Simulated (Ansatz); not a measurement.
# Counterpoise correction, worked out

The pair of HCl (SMILES Cl, atoms 1–2) and AlF₃ (SMILES F[Al](F)F, atoms 3–6), both closed shells, in one local arrangement (a lower one may exist), relaxed at PBE0-D4/def2-TZVP:

```xyz
6
angstrom
Cl -0.7891 -0.3139 -1.5516
H 0.4252 -0.5951 -1.8810
F 1.5687 -0.1655 0.2779
Al 0.0230 0.2008 0.7268
F -0.4053 1.7797 0.8363
F -0.8225 -0.9060 1.5917
```

Program: Ansatz 0.2.0. Basis: def2-TZVPPD. Cores are frozen in the correlated methods.

CCSD(T) total energies in eV:

| system | geometry | basis functions | energy |
| --- | --- | --- | --- |
| pair | pair | all | -27261.00421 |
| HCl | as in the pair | all (partner as ghosts) | -12526.35409 |
| AlF₃ | as in the pair | all (partner as ghosts) | -14734.07557 |
| HCl | as in the pair | its own | -12526.31713 |
| AlF₃ | as in the pair | its own | -14734.05573 |
| HCl | free (PBE0-D4 minimum) | its own | -12526.32010 |
| AlF₃ | free (PBE0-D4 minimum) | its own | -14734.18181 |

Task: Work out the interaction energy with and without the counterpoise correction, the superposition error, and the binding energy from the relaxed fragments.

Result: Without correction: -27261.00421 − (-12526.31713) − (-14734.05573) = -0.63135 eV.
With correction (each fragment in the whole basis): -27261.00421 − (-12526.35409) − (-14734.07557) = -0.57455 eV = -13.25 kcal/mol.
The superposition error is the difference, 0.05680 eV, 9 % of the uncorrected value: each fragment borrows its partner's functions.
Deformation from the free shapes: 0.00297 eV for HCl and 0.12608 eV for AlF₃.
Binding energy from relaxed fragments: -0.57455 + 0.00297 + 0.12608 = -0.44550 eV = -10.27 kcal/mol (electronic, without zero-point energy; negative means bound). For comparison, the corrected interaction energy by CCSD(T) at an estimated basis limit (MP2 extrapolated from triple and quadruple zeta, plus CCSD(T) − MP2 in triple zeta) is -0.631 eV; triple zeta with the correction binds less.

The T1 diagnostic stays at or below 0.014.

For scale, one of the runs: CCSD(T)/def2-TZVPPD, 236 basis functions, launched by `ansatz run in.yaml --threads 4 --pin off --events-out ev --progress --plain --max-ram 9574MiB`. The run took 2 min on 4 CPU threads of an Arm Neoverse V2 (shared host), with 4.3 GiB of host memory at its peak.
